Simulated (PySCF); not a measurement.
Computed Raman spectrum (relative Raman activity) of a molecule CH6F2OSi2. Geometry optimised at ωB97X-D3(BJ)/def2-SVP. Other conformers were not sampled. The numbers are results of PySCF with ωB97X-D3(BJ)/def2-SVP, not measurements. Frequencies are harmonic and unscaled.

| ν (cm⁻¹) | relative intensity |
|---|---|
| 595 | 8.3 |
| 741 | 6.7 |
| 745 | 3.0 |
| 750 | 7.8 |
| 921 | 2.0 |
| 963 | 7.2 |
| 972 | 22 |
| 1002 | 8.5 |
| 1436 | 17 |
| 2272 | 65 |
| 2277 | 84 |
| 2289 | 100 |
| 3082 | 81 |
| 3188 | 97 |

Task: Which molecule gave these data?
A. C[Si](F)(F)O[SiH3]
B. F[SiH2]CO[SiH2]F
C. FC[SiH2]O[SiH2]F
D. C[Si](F)(F)[SiH2]O

Result: A, C[Si](F)(F)O[SiH3]
